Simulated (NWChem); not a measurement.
# C2H6FSb; SMILES [CH3][Sb]([CH3])[F]

No frequency run checked for a minimum. def2 effective core potentials on Sb; no spin-orbit coupling.

Question: Give the equilibrium geometry at PBE0/def2-SVP with def2 effective core potentials on Sb (NWChem) as a Z-matrix, with the point group.

Answer: point group Cs; any orientation.
```
Sb
F 1 1.9524
C 1 2.1597 2 93.82
H 3 1.0989 1 110.53 2 -83.86
H 3 1.0996 4 109.40 1 -119.18
H 3 1.1008 4 109.06 5 -119.81
C 1 2.1597 2 93.82 5 80.51
H 7 1.0989 1 110.53 2 83.87
H 7 1.0996 8 109.40 1 119.18
H 7 1.1008 8 109.06 9 119.81
```
